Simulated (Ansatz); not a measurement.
Geometry optimisation, DFT LDA, scalar-relativistic, plane waves, PAW in Ansatz 0.2.0.

Input file:

```yaml
crystal:
  lattice:
    - [5.048742, 0.0, 0.0]
    - [0.0, 5.048742, 0.0]
    - [0.0, 0.0, 17.135561]
  atoms:
    - { symbol: H, position: [0.4277868, 0.0, 0.0583582] }
    - { symbol: H, position: [0.0722132, 0.0, 0.0583582] }
    - { symbol: H, position: [0.9277868, 0.0, 0.0583582] }
    - { symbol: H, position: [0.5722132, 0.0, 0.0583582] }
    - { symbol: H, position: [0.4277868, 0.5, 0.0583582] }
    - { symbol: H, position: [0.0722132, 0.5, 0.0583582] }
    - { symbol: H, position: [0.9277868, 0.5, 0.0583582] }
    - { symbol: H, position: [0.5722132, 0.5, 0.0583582] }
    - { symbol: C, position: [0.25, 0.0, 0.0953981] }
    - { symbol: C, position: [0.75, 0.0, 0.0953981] }
    - { symbol: C, position: [0.25, 0.5, 0.0953981] }
    - { symbol: C, position: [0.75, 0.5, 0.0953981] }
    - { symbol: C, position: [0.25, 0.25, 0.1474828] }
    - { symbol: C, position: [0.75, 0.25, 0.1474828] }
    - { symbol: C, position: [0.25, 0.75, 0.1474828] }
    - { symbol: C, position: [0.75, 0.75, 0.1474828] }
    - { symbol: C, position: [0.0, 0.25, 0.1995674] }
    - { symbol: C, position: [0.5, 0.25, 0.1995674] }
    - { symbol: C, position: [0.0, 0.75, 0.1995674] }
    - { symbol: C, position: [0.5, 0.75, 0.1995674] }
    - { symbol: C, position: [0.0, 0.0, 0.2516521] }
    - { symbol: C, position: [0.5, 0.0, 0.2516521] }
    - { symbol: C, position: [0.0, 0.5, 0.2516521] }
    - { symbol: C, position: [0.5, 0.5, 0.2516521] }
    - { symbol: C, position: [0.25, 0.0969069, 0.297901] }
    - { symbol: C, position: [0.75, 0.0969069, 0.297901] }
    - { symbol: C, position: [0.25, 0.4030931, 0.297901] }
    - { symbol: C, position: [0.75, 0.4030931, 0.297901] }
    - { symbol: H, position: [0.75, 0.0208818, 0.3580601] }
    - { symbol: H, position: [0.25, 0.4791182, 0.3580601] }
    - { symbol: H, position: [0.75, 0.4791182, 0.3580601] }
    - { symbol: Co, position: [0.7522091, 0.0005938, 0.4520168], spin: 1.0 }
magnetization:
  spin_polarized: true
basis:
  ecutwfc: 420.0
kpoints:
  mp_grid: { grid: [3, 3, 1] }
hamiltonian:
  xc: lda
  pseudopotentials: { kind: paw, azcp: { folder: soft_1 } }
scf:
  occupations: { method: fermi_dirac, width: 0.02 }
  lower_state_search: "off"
relax:
  f_tol: 0.03
  max_steps: 60
  adjacent_minimum: "off"
  constraints: [{ sites: [0, 1, 2, 3, 4, 5, 6, 7, 8, 9, 10, 11, 12, 13, 14, 15] }]
```

Run as:

```bash
$ ansatz run input.yaml --threads 4 --pin off --max-ram 10240MiB --backend cpu --events-out ev --progress --plain --runs-dir out
```

**Question.** Where does it end, and by what steps?

**Answer.** It converged. The force dipped under the threshold on the way, but the program's further checks kept it going. Limits of this set-up: coarse k mesh, thin slab, slab without dipole correction, PAW files made for another functional, a typed lattice constant that wasn't relaxed here. After 25 steps the energy has fallen by 4.059 eV; Co32 moved furthest, 2.78 Å. Parted: H29–Co32 (1.61 → 2.61 Å). Joined: C25–Co32 (3.68 → 1.87 Å).

```
step  energy less start (eV)  largest force component (eV/Å)  accepted
   0                  0.0000                           4.076       yes
   1                 -1.1684                           1.056       yes
   2                 -1.2801                           0.288       yes
   3                 -1.3018                           0.093       yes
   4                 -1.3341                           0.248       yes
   5                 -1.4049                           0.403       yes
   6                 -1.5249                           0.578       yes
   7                 -1.6999                           0.765       yes
   8                 -1.9491                           1.032       yes
   9                 -2.2771                           1.365       yes
  10                 -2.6806                           1.668       yes
  11                 -3.1484                           1.811       yes
  12                 -3.5339                           1.537       yes
  13                 -3.8037                           0.631       yes
  14                 -3.8855                           0.200       yes
  15                 -3.9154                           0.294       yes
  16                 -3.9597                           0.338       yes
  17                 -3.9964                           0.268       yes
  18                 -4.0251                           0.119       yes
  19                 -4.0325                           0.234       yes
  20                 -4.0448                           0.149       yes
  21                 -4.0562                           0.125       yes
  22                 -4.0587                           0.074       yes
  23                 -4.0592                           0.040       yes
  24                 -4.0591                           0.018       yes
  25                 -4.0593                           0.005       yes
```

```xyz
32
Lattice="5.0487 0.0000 0.0000 0.0000 5.0487 0.0000 0.0000 0.0000 17.1356" Properties=species:S:1:pos:R:3
H 2.160 0.000 1.000
H 0.365 0.000 1.000
H 4.684 0.000 1.000
H 2.889 0.000 1.000
H 2.160 2.524 1.000
H 0.365 2.524 1.000
H 4.684 2.524 1.000
H 2.889 2.524 1.000
C 1.262 0.000 1.635
C 3.787 0.000 1.635
C 1.262 2.524 1.635
C 3.787 2.524 1.635
C 1.262 1.262 2.527
C 3.787 1.262 2.527
C 1.262 3.787 2.527
C 3.787 3.787 2.527
C 0.003 1.262 3.341
C 2.521 1.263 3.340
C -0.001 3.786 3.476
C 2.524 3.787 3.477
C 0.000 0.080 4.301
C 2.524 0.083 4.299
C 0.000 2.437 4.308
C 2.525 2.439 4.308
C 1.264 0.415 5.118
C 3.784 0.450 5.095
C 1.263 2.076 5.105
C 3.786 2.066 5.105
H 3.780 0.018 6.118
H 1.267 2.490 6.164
H 3.789 2.498 6.125
Co 6.238 -0.705 6.615
```

Whether the end is a true minimum wasn't checked by a vibrational analysis.

The run took 8.5 min on 4 threads of Arm Neoverse V1 (shared host), peak memory 1.5 GiB.
